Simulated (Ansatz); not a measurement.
`O=CB[SiH2]F`, charge 0, multiplicity 1.

Q: Give a relaxed structure at PBE0-D4/def2-TZVP (Ansatz 0.2.0). (Estimate.)

A: Ansatz gave: 
Z-matrix (Å, degrees):
```
Si
F 1 1.610
B 1 2.001 2 110.9
H 1 1.489 2 107.4 3 -119.9
H 1 1.486 2 107.2 3 123.3
C 3 1.521 1 120.9 2 7.4
H 3 1.195 1 122.0 2 -177.2
O 6 1.227 3 90.0 1 86.9
H 6 1.099 3 147.1 1 -93.5
```
This is one stationary point; other conformers may exist.
